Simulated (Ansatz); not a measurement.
Mulliken charges of `[F][SbH][SbH2]` from ωB97M-V/def2-TZVPP in Ansatz (PBE0-D4/def2-TZVP geometry).

```tsv
atom	x (Å)	y (Å)	z (Å)	charge (e)
F1	-1.924	-0.673	-0.186	-0.468
Sb2	-0.256	-1.125	-1.035	0.536
Sb3	1.325	0.898	0.167	0.073
H4	0.220	-2.198	0.219	-0.070
H5	0.447	2.090	-0.684	-0.047
H6	0.229	0.943	1.473	-0.023
```

By hand: the dipole of these point charges (1 e Å = 4.8032 D).

Σ q r = (0.818, -0.189, -0.473) e Å, of length 0.964 e Å = 4.63 D.

How does the dipole of the full density compare? (An estimate is asked.)

The calculation gave: (0.486, -0.076, -0.215) e Å, 2.58 D; the point charges give 1.79 times that, at 7° from its direction.

Point charges leave out the atoms' own dipoles, such as those of lone pairs, and Mulliken's split depends on the basis, so the two needn't agree.
